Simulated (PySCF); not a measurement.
**Ionisation energy of Mn²⁺ by level of theory**

Mn²⁺ [Ar] 3d5 (6S) → Mn³⁺ [Ar] 3d4 (5D), as a difference of total energies. Computed with PySCF 2.14 in dyall-av2z (16s12p7d2f, 101 functions), with no relativity, point nucleus. Correlated levels: valence: [Ar] frozen; virtual orbitals above 40 to 60 times the deepest correlated orbital energy dropped. The calculations carry no spin-orbit coupling.

```tsv
method	ionisation energy (eV)	plus first-order spin-orbit estimate	difference from reference of that sum (eV)
UHF	32.604	32.534	-1.134
LDA	34.638	34.568	+0.900
PBE	34.253	34.182	+0.514
PBE0	34.083	34.013	+0.345
r2SCAN	34.120	34.050	+0.382
TPSS	33.977	33.907	+0.239
B2PLYP	33.700	33.630	-0.038
wB97X-V	33.761	33.691	+0.023
wB97M-V	33.818	33.747	+0.079
MP2 (valence)	33.362	33.292	-0.376
SCS-MP2 (valence)	32.857	32.787	-0.881
```

Reference: 33.668 ± 0.012 eV (measured; NIST Atomic Spectra Database, ionization energies).

A first-order spin-orbit estimate (lowest level to lowest level, LS coupling) adds -0.070 eV.

These non-relativistic numbers lack the scalar-relativistic shift.

Errors of the correlated levels include the incompleteness of this basis and the frozen core.
